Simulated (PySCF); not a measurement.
C₃H₉GeO₄, doublet, geometry from GFN2-xTB; SVWN5/STO-3G (PySCF).

The PySCF input:
```python
from pyscf import gto, scf, dft

mol = gto.Mole()
mol.atom = '''
    C    -0.45824653    2.49638730    0.68415207
    O     0.04470044    1.75757127   -0.38119310
    Ge    0.06407851   -0.01990657   -0.41354228
    O     0.30309890   -0.87172378   -1.75252732
    O    -1.52763849   -0.26213253    0.43875263
    C    -2.22290704   -1.46300750    0.51977005
    O     1.24303501   -0.35815767    0.95483863
    C     2.40831920   -1.10053643    0.82846339
    H    -0.85878481    3.42789137    0.26963713
    H    -1.27226846    1.96493964    1.18850252
    H     0.33158573    2.72790508    1.40494561
    H    -2.37375683   -1.90946455   -0.46895728
    H    -1.72217147   -2.18355963    1.17208566
    H    -3.21012228   -1.22066151    0.93039564
    H     2.50667903   -1.71771610    1.73070096
    H     3.27637222   -0.43109001    0.78860326
    H     2.40339413   -1.74275272   -0.05584008
'''
mol.basis = 'sto-3g'
mol.spin = 1
mol.verbose = 5
mol.build()

mf = dft.UKS(mol)
mf.xc = 'lda,vwn'
mf.kernel()
```

What the program printed (banner, timings and long lists left out):

```
PySCF version 2.14.0

[INPUT] verbose = 5
[INPUT] max_memory = 4000
[INPUT] num. atoms = 17
[INPUT] num. electrons = 91
[INPUT] charge = 0
[INPUT] spin (= nelec alpha-beta = 2S) = 1
[INPUT] symmetry False subgroup None
[INPUT] Mole.unit = angstrom
[INPUT] Symbol           X                Y                Z      unit          X                Y                Z       unit  Magmom
[...]
[INPUT] ---------------- BASIS SET ----------------
[INPUT] l, kappa, [nprim/nctr], expnt,             c_1 c_2 ...
[INPUT] H
[...]
                                0.62391373        0.53532814
                                0.1688554         0.44463454
[INPUT] C
[...]
                                13.045096         0.53532814
                                3.5305122         0.44463454
[...]
                                0.6834831         0.39951283
                                0.2222899         0.70011547
[...]
                                0.6834831         0.60768372
                                0.2222899         0.39195739
[INPUT] O
[...]
                                23.808861         0.53532814
                                6.4436083         0.44463454
[...]
                                1.1695961         0.39951283
                                0.380389          0.70011547
[...]
                                1.1695961         0.60768372
                                0.380389          0.39195739
[INPUT] Ge
[...]
                                400.0741292       0.5353281423
                                108.2756726       0.4446345422
[...]
                                41.91853304       0.3995128261
                                13.63320795       0.7001154689
[...]
                                4.33043264        0.2175436044
                                1.670815538       0.9166769611
[...]
                                0.363834215       0.0196064117
                                0.1606730254      1.131034442
[...]
                                41.91853304       0.6076837186
                                13.63320795       0.3919573931
[...]
                                4.33043264        0.5777664691
                                1.670815538       0.4846460366
[...]
                                0.363834215       0.5715227604
                                0.1606730254      0.5498949471
[...]
                                4.33043264        0.6555473627
                                1.670815538       0.286573259

[...]
  alpha mo_energy =
[-3.91910157e+02 -4.74066820e+01 -4.32820489e+01 -4.32737871e+01
 -4.32729529e+01 -1.83163583e+01 -1.83124130e+01 -1.82968216e+01
 -1.82742357e+01 -9.63861882e+00 -9.63417472e+00 -9.63009361e+00
 -5.38134645e+00 -3.68053120e+00 -3.66257589e+00 -3.66036466e+00
 -8.66766246e-01 -8.43040228e-01 -8.35855405e-01 -8.03156506e-01
 -5.72270406e-01 -5.58799240e-01 -5.50193632e-01 -4.20753652e-01
 -3.75982283e-01 -3.74072248e-01 -3.52585338e-01 -3.49477776e-01
 -3.41675524e-01 -3.38039994e-01 -3.31067994e-01 -3.17181939e-01
 -2.61959493e-01 -2.40973983e-01 -2.25901291e-01 -2.15700512e-01
 -2.11372651e-01 -2.05399954e-01 -1.60288945e-01 -1.55187126e-01
 -1.34326502e-01 -1.02497563e-01 -9.08922188e-02 -8.45761661e-02
 -8.34155667e-02 -7.45849649e-02  1.10687203e-01  1.90132367e-01
  2.10741805e-01  2.90649362e-01  3.47259464e-01  3.53720391e-01
  3.81912487e-01  4.03550098e-01  4.05924752e-01  4.10525518e-01
  4.13345525e-01  4.19199619e-01  4.23310325e-01  4.42906552e-01
  4.48896602e-01  4.69449455e-01]
  beta  mo_energy =
[-3.91910221e+02 -4.74038011e+01 -4.32785655e+01 -4.32720337e+01
 -4.32712829e+01 -1.83145316e+01 -1.83100033e+01 -1.82947286e+01
 -1.82642720e+01 -9.63875488e+00 -9.63426365e+00 -9.63022942e+00
 -5.37503058e+00 -3.67086410e+00 -3.65776177e+00 -3.65582195e+00
 -8.61696798e-01 -8.38085740e-01 -8.30975603e-01 -7.77620496e-01
 -5.70923137e-01 -5.57445803e-01 -5.48922372e-01 -4.18082200e-01
 -3.73206306e-01 -3.71838607e-01 -3.51919480e-01 -3.48835420e-01
 -3.40868703e-01 -3.36540765e-01 -3.29551853e-01 -3.15322952e-01
 -2.46443379e-01 -2.26503592e-01 -2.18025114e-01 -2.06692629e-01
 -2.05183338e-01 -2.00403214e-01 -1.52489745e-01 -1.40110430e-01
 -1.25027061e-01 -8.00256296e-02 -7.83713743e-02 -7.18639571e-02
 -7.16650280e-02 -6.83085799e-02  1.18430006e-01  1.97480763e-01
  2.15776564e-01  2.97457398e-01  3.49514744e-01  3.55845212e-01
  3.83969586e-01  4.04644480e-01  4.06413615e-01  4.11183715e-01
  4.13710169e-01  4.20138246e-01  4.24364009e-01  4.44081269e-01
  4.50105027e-01  4.72118168e-01]
multiplicity <S^2> = 0.75371844  2S+1 = 2.003715
nelec by numeric integration = [45.99999607 44.99999506]
E1 = -4954.2609426040735  E2 = 1737.693995706839  Ecoul = 1865.0909619216336  Exc = -127.39696621479469
cycle= 50 E= -2461.22198085451  delta_E= 0.11  |g|= 0.388  |ddm|= 0.781
SCF not converged.
SCF energy = -2461.22198085451 after 50 cycles  <S^2> = 0.75371844  2S+1 = 2.003715
```

Convergence was not reached.
